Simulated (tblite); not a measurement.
Q: What does the GFN2-xTB structure of `[CH2]c1ccc(CN)o1` [radical] look like in three dimensions? (Doublet state.)

A: 
```
atom  x, y, z in Å
C1    -2.6860    1.1424   -0.0158
C2    -1.6032    0.3160   -0.0579
C3    -1.4281   -0.9573   -0.6483
C4    -0.1144   -1.3393   -0.3894
C5     0.4647   -0.3251    0.3448
C6     1.8672   -0.1350    0.8218
N7     2.7129    0.5582   -0.1464
O8    -0.4230    0.6782    0.5397
H9    -2.6328    2.0920    0.4805
H10   -3.6081    0.8495   -0.4768
H11   -2.1765   -1.5011   -1.1864
H12    0.3677   -2.2501   -0.6848
H13    1.8645    0.4573    1.7401
H14    2.3194   -1.1087    1.0247
H15    2.3391    1.4834   -0.3331
H16    2.7291    0.0486   -1.0241
```

Any rigid rotation of these coordinates is as good. Atoms count from 1 in this order. The 5 C–C bonds span 1.363 Å (C1–C2, drawn single) to 1.494 Å (C5–C6, drawn single), a spread of 0.131 Å. C5 (carbon bonded to 2 C and O) is planar (angles 131.1°, 118.4° and 110.3°, sum 359.8°, 0.04 Å off the plane of its three neighbours). C1 (carbon bonded to C and 2 H) is planar (angles 120.8°, 120.3° and 118.9°, sum 360.0°, 0.00 Å off the plane of its three neighbours). N7 (nitrogen bonded to C and 2 H) is pyramidal (angles 110.1°, 110.0° and 107.7°, sum 327.8°, 0.38 Å off the plane of its three neighbours).

Bonds between heavy atoms (Å): C1–C2 1.363, C2–C3 1.414, C3–C4 1.392, C4–C5 1.379, C5–C6 1.494, C6–N7 1.461, C5–O8 1.354, C2–O8 1.372.

Structure optimised with GFN2-xTB, isolated species. This method treats the open shell by occupation alone, without spin polarisation.

Point group: C1 (no symmetry element, even within 0.4 Å). Its GFN2-xTB frequencies are all real (lowest 33 cm⁻¹). Torsions: H–C1–C2–C3 180° and 1°, C4–C5–C6–N7 88°, C5–C6–N7–H 61° and -58°. 3 starts were optimised and ended at 0.00, 0.12 and 1.87 kcal/mol (GFN2-xTB); the lowest of these is shown.

Hardware: one thread, Arm Neoverse V2 (aarch64), shared host with 32 logical CPUs at a one-minute load of 28. Cost: 0.22 s. This is the geometry optimisation.

One conformer stands for the species.

These are computed values.
